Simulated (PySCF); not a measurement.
PySCF 2.14 output of a UHF calculation on a single atom or ion in x2c-QZVPPall, with the spin-free X2C one-electron Hamiltonian (Gaussian nucleus):

```
SCF conv_tol = 1e-09
number electrons alpha = 24  beta = 22
cycle= 1 E= -5042.80441655438  delta_E= -0.00566  |g|= 0.029  |ddm|= 0.0458
cycle= 2 E= -5042.80462818757  delta_E= -0.000212  |g|= 0.00677  |ddm|= 0.0111
cycle= 3 E= -5042.80465177319  delta_E= -2.36e-05  |g|= 0.00215  |ddm|= 0.00641
cycle= 4 E= -5042.80465607029  delta_E= -4.3e-06  |g|= 0.00132  |ddm|= 0.00236
cycle= 5 E= -5042.80465946039  delta_E= -3.39e-06  |g|= 0.000715  |ddm|= 0.00253
cycle= 6 E= -5042.80466192366  delta_E= -2.46e-06  |g|= 0.000259  |ddm|= 0.00342
cycle= 7 E= -5042.80466227377  delta_E= -3.5e-07  |g|= 6.01e-05  |ddm|= 0.00149
cycle= 8 E= -5042.80466228266  delta_E= -8.89e-09  |g|= 1.4e-05  |ddm|= 0.000232
cycle= 9 E= -5042.80466228291  delta_E= -2.52e-10  |g|= 3.28e-06  |ddm|= 3.38e-05
converged SCF energy = -5042.80466228291  <S^2> = 2.002818  2S+1 = 3.0018781
```

The run itself started from symmetry-adapted Hartree-Fock orbitals and held the occupation by maximum overlap, so the iterations belong to that start.

**Question.** Which element, charge and spin multiplicity is this?

**Answer.** Pd (palladium, neutral), multiplicity 3; the state was [Kr] 4d9 5s1, high-spin 3D determinant (an excited configuration).
